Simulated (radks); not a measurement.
The tellurium ion Te3+, configuration [Kr] 4d10 5s2 5p1 (the NIST ground configuration).

Calculated with a radial shooting solver on a logarithmic mesh with Libxc functionals: Dirac Kohn-Sham, LDA (Slater exchange, VWN5 correlation), spin-unpolarised, spherical densities, point nucleus; open shells fill j = l - 1/2 first.

Energy parts (eV):
total: -184743.070
kinetic: 195339.206
electron-nucleus: -447446.210
Hartree: 71974.947
exchange-correlation: -4611.013

Orbitals (lengths in bohr, moments of r in powers of bohr; r(max) is where P^2 peaks):
[
 {"orbital": "1s1/2", "occ.": "2", "eigenvalue (eV)": "-31602.45", "<r>": "0.02783", "<r^4>": "2.880e-06", "<1/r>": "55.53", "r(max)": "0.01795"},
 {"orbital": "2s1/2", "occ.": "2", "eigenvalue (eV)": "-4871.985", "<r>": "0.1195", "<r^4>": "0.0004930", "<1/r>": "12.93", "r(max)": "0.1016"},
 {"orbital": "2p1/2", "occ.": "2", "eigenvalue (eV)": "-4569.012", "<r>": "0.1009", "<r^4>": "0.0003153", "<1/r>": "12.92", "r(max)": "0.07795"},
 {"orbital": "2p3/2", "occ.": "4", "eigenvalue (eV)": "-4294.892", "<r>": "0.1064", "<r^4>": "0.0003757", "<1/r>": "11.95", "r(max)": "0.08267"},
 {"orbital": "3s1/2", "occ.": "2", "eigenvalue (eV)": "-993.9158", "<r>": "0.3223", "<r^4>": "0.02155", "<1/r>": "4.595", "r(max)": "0.2932"},
 {"orbital": "3p1/2", "occ.": "2", "eigenvalue (eV)": "-869.1346", "<r>": "0.3126", "<r^4>": "0.02063", "<1/r>": "4.509", "r(max)": "0.2794"},
 {"orbital": "3p3/2", "occ.": "4", "eigenvalue (eV)": "-818.0576", "<r>": "0.3240", "<r^4>": "0.02364", "<1/r>": "4.271", "r(max)": "0.2900"},
 {"orbital": "3d3/2", "occ.": "4", "eigenvalue (eV)": "-597.0981", "<r>": "0.2948", "<r^4>": "0.01952", "<1/r>": "4.125", "r(max)": "0.2358"},
 {"orbital": "3d5/2", "occ.": "6", "eigenvalue (eV)": "-586.4048", "<r>": "0.2985", "<r^4>": "0.02037", "<1/r>": "4.064", "r(max)": "0.2389"},
 {"orbital": "4s1/2", "occ.": "2", "eigenvalue (eV)": "-194.6571", "<r>": "0.7642", "<r^4>": "0.6461", "<1/r>": "1.840", "r(max)": "0.7008"},
 {"orbital": "4p1/2", "occ.": "2", "eigenvalue (eV)": "-151.6893", "<r>": "0.8006", "<r^4>": "0.8201", "<1/r>": "1.728", "r(max)": "0.7207"},
 {"orbital": "4p3/2", "occ.": "4", "eigenvalue (eV)": "-141.8672", "<r>": "0.8296", "<r^4>": "0.9459", "<1/r>": "1.650", "r(max)": "0.7455"},
 {"orbital": "4d3/2", "occ.": "4", "eigenvalue (eV)": "-73.1433", "<r>": "0.9589", "<r^4>": "2.003", "<1/r>": "1.389", "r(max)": "0.8048"},
 {"orbital": "4d5/2", "occ.": "6", "eigenvalue (eV)": "-71.6510", "<r>": "0.9707", "<r^4>": "2.105", "<1/r>": "1.369", "r(max)": "0.8138"},
 {"orbital": "4f5/2", "occ.": "0", "eigenvalue (eV)": "-11.8472", "<r>": "3.030", "<r^4>": "241.1", "<1/r>": "0.4401", "r(max)": "2.582"},
 {"orbital": "4f7/2", "occ.": "0", "eigenvalue (eV)": "-11.8303", "<r>": "3.040", "<r^4>": "243.3", "<1/r>": "0.4380", "r(max)": "2.591"},
 {"orbital": "5s1/2", "occ.": "2", "eigenvalue (eV)": "-43.0022", "<r>": "1.916", "<r^4>": "24.68", "<1/r>": "0.6822", "r(max)": "1.725"},
 {"orbital": "5p1/2", "occ.": "1", "eigenvalue (eV)": "-32.7424", "<r>": "2.172", "<r^4>": "41.64", "<1/r>": "0.5956", "r(max)": "1.933"},
 {"orbital": "5p3/2", "occ.": "0", "eigenvalue (eV)": "-31.4864", "<r>": "2.242", "<r^4>": "47.01", "<1/r>": "0.5745", "r(max)": "2.001"},
 {"orbital": "6s1/2", "occ.": "0", "eigenvalue (eV)": "-16.5005", "<r>": "4.042", "<r^4>": "460.6", "<1/r>": "0.3241", "r(max)": "3.868"}
]

The highest occupied level is 5p1/2 at -32.742 eV. Summed over all electrons, <r^2> = 32.52 bohr^2, which gives a Langevin (diamagnetic) susceptibility term of -25.8 x 10^-6 cm^3/mol. For comparison, the ionisation energy in NIST's Atomic Spectra Database is 37.416 eV (measured). In exact Kohn-Sham theory the highest level is minus the ionisation energy, but local and semilocal functionals leave it too shallow, through self-interaction and a potential that decays too fast; potentials with the right tail come closer.

Beside tabulated values, note that spin-unpolarised runs miss the spin-polarisation part of the exchange energy of open shells.
